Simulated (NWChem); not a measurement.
Species: C₂H₄BFO₂; SMILES COB(F)C=O

```xyz
10

C     -1.7981    -0.8270     0.0000
O     -1.1512     0.4509     0.0000
B      0.1679     0.6641     0.0000
F      0.5891     1.9322     0.0000
C      1.3427    -0.4449     0.0000
O      1.1692    -1.6536     0.0000
H     -1.0751    -1.6429     0.0000
H     -2.4329    -0.8820    -0.8891
H     -2.4329    -0.8820     0.8891
H      2.3876    -0.0501     0.0000
```
Atoms are numbered in this order, from 1.

All runs: NWChem. Medium grid unless said otherwise, to which SCAN and Minnesota functionals are sensitive. Structure relaxed at the B3LYP/6-31G* (spherical d) level. B3LYP is NWChem's, with the RPA form of VWN correlation.

Question: Order these by “dipole (D)”, lowest first: B3LYP/def2-TZVP; LDA (Slater exchange, VWN5)/def2-TZVP; CAM-B3LYP/def2-TZVP.

Answer: CAM-B3LYP/def2-TZVP (0.88), B3LYP/def2-TZVP (0.93), LDA (Slater exchange, VWN5)/def2-TZVP (1.04)
